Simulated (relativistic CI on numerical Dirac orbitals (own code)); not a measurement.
# Electric-dipole lines of B III

Method of calculation: Dirac-Coulomb-Breit CI, separate exchange-only KLI orbitals for each configuration, QED by a radiative potential, valence Slater integrals scaled by 0.85, configuration energies shifted to the measured levels that pair with them (semi-empirical) (own radial code, finite nucleus).

Configurations in the expansion (outside the closed core 1s2): 2s, 2p, 3s, 3p, 3d, 4s, 4d, 5s, 5p, 6d, 4p, 4f. Levels of other configurations are missing.

| λ vac (nm) | Lower | Upper | A (s⁻¹) | E lower (cm⁻¹) | E upper (cm⁻¹) |
| --- | --- | --- | --- | --- | --- |
| 51.078 | 2p 2P°_1/2 [2] | 4d 2D_3/2 [12] | 1.60e+09 | 48360.3 | 244137.7 |
| 51.086 | 2p 2P°_3/2 [3] | 4d 2D_5/2 [13] | 1.92e+09 | 48390.8 | 244138.9 |
| 51.825 | 2s 2S_1/2 [1] | 3p 2P°_3/2 [6] | 1.18e+09 | 0.0 | 192958.3 |
| 67.701 | 2p 2P°_1/2 [2] | 3d 2D_3/2 [7] | 4.74e+09 | 48360.3 | 196068.3 |
| 67.714 | 2p 2P°_3/2 [3] | 3d 2D_5/2 [8] | 5.68e+09 | 48390.8 | 196071.2 |
| 67.715 | 2p 2P°_3/2 [3] | 3d 2D_3/2 [7] | 9.47e+08 | 48390.8 | 196068.3 |
| 75.866 | 2p 2P°_3/2 [3] | 3s 2S_1/2 [4] | 1.07e+09 | 48390.8 | 180201.8 |
| 116.94 | 3p 2P°_3/2 [6] | 6d 2D_5/2 [20] | 1.57e+08 | 192958.3 | 278473.7 |
| 195.36 | 3p 2P°_1/2 [5] | 4d 2D_3/2 [12] | 4.74e+08 | 192950.3 | 244137.7 |
| 195.39 | 3p 2P°_3/2 [6] | 4d 2D_5/2 [13] | 5.68e+08 | 192958.3 | 244138.9 |
| 195.39 | 3p 2P°_3/2 [6] | 4d 2D_3/2 [12] | 9.47e+07 | 192958.3 | 244137.7 |
| 206.65 | 2s 2S_1/2 [1] | 2p 2P°_3/2 [3] | 1.92e+08 | 0.0 | 48390.8 |
| 206.78 | 2s 2S_1/2 [1] | 2p 2P°_1/2 [2] | 1.92e+08 | 0.0 | 48360.3 |
| 223.49 | 3p 2P°_1/2 [5] | 4s 2S_1/2 [9] | 1.35e+08 | 192950.3 | 237695.5 |
| 223.53 | 3p 2P°_3/2 [6] | 4s 2S_1/2 [9] | 2.70e+08 | 192958.3 | 237695.5 |
| 463.37 | 4d 2D_5/2 [13] | 5p 2P°_3/2 [18] | 1.93e+07 | 244138.9 | 265719.7 |
| 783.92 | 3s 2S_1/2 [4] | 3p 2P°_3/2 [6] | 2.21e+07 | 180201.8 | 192958.3 |
| 784.01 | 5p 2P°_1/2 [17] | 6d 2D_3/2 [19] | 2.78e+07 | 265718.3 | 278473.4 |
| 784.07 | 5p 2P°_3/2 [18] | 6d 2D_5/2 [20] | 3.34e+07 | 265719.7 | 278473.7 |
| 784.40 | 3s 2S_1/2 [4] | 3p 2P°_1/2 [5] | 2.20e+07 | 180201.8 | 192950.3 |

Terms are leading LS components. Brackets give the number of a level in order of energy, since labels repeat. The list gives strong lines, with weight on those to low levels, without configurations that were not tied to measured data, without lines whose two gauges differ by over a factor of 2.5, and without lines across small gaps between configurations. Levels whose partners in the same complex of configurations lie outside the list can be far off, and so can their lines. Rates are taken at the computed energies, electric ones in the length gauge.

Configurations whose levels could be paired with our table of measured levels were shifted onto them, all but the ground configuration, by the median error of their levels; single terms can still be off by 1,000 to 2,000 cm⁻¹ or more, and rates follow the energies as ν³ (E1, M1) or ν⁵ (E2). The others borrow a shift and can be off by several thousand cm⁻¹ or more. The fine structure of a lone outer electron comes out too small, for d and f at times inverted, and misplaced configurations move strength between like terms. 11 of the 11 excited levels that our extract of the measured tables holds in this range could be paired (the sources list more); they are missed by 1 cm⁻¹ on average and 2 at most, after the shifts were fitted to these levels, and levels without a partner can miss by more.
